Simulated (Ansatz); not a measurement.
Calculated with Ansatz (gas phase, PBE0-D4/def2-TZVP geometries, no zero-point term in ΔE). CBS: MP2 limit from def2 TZ/QZ plus the TZ coupled-cluster correction, frozen cores. This one scheme is used for every species. Functionals use def2-TZVPP. For Ge outer-core shells are correlated without core-valence functions, which leaves a few kJ/mol of doubt a bond. Scalar relativity is left out up to krypton. One conformer a species, not always the lowest.

Reaction (silylene loss): `[OH][GeH2][O][SiH3]` → `[OH][GeH2][OH]` + `[SiH2]`

CCSD(T)/CBS gives +3.53 eV.

Question: Another level gave +3.47 eV. Which?
A. r2SCAN/def2-TZVPP
B. CCSD(T)/def2-TZVPP
C. PBE/def2-TZVPP
D. SCS-MP2/def2-TZVPP

Answer: B. CCSD(T)/def2-TZVPP 3.47, r2SCAN 3.68, PBE 3.33, SCS-MP2/def2-TZVPP 3.61 eV.

Largest T1 diagnostic among the species: 0.014.

The D4 term adds +0.13 eV with B3LYP and +0.07 eV with PBE0; it sums over pairs of atoms, weighted by their polarisabilities, and B3LYP, whose exchange is more repulsive, gets the larger term. From PBE to PBE0 (25 % exact exchange), in def2-TZVPP and without D4, ΔE moves by +0.15 eV.

B3LYP here is the variant with VWN-RPA as its local correlation; programs differ in this.
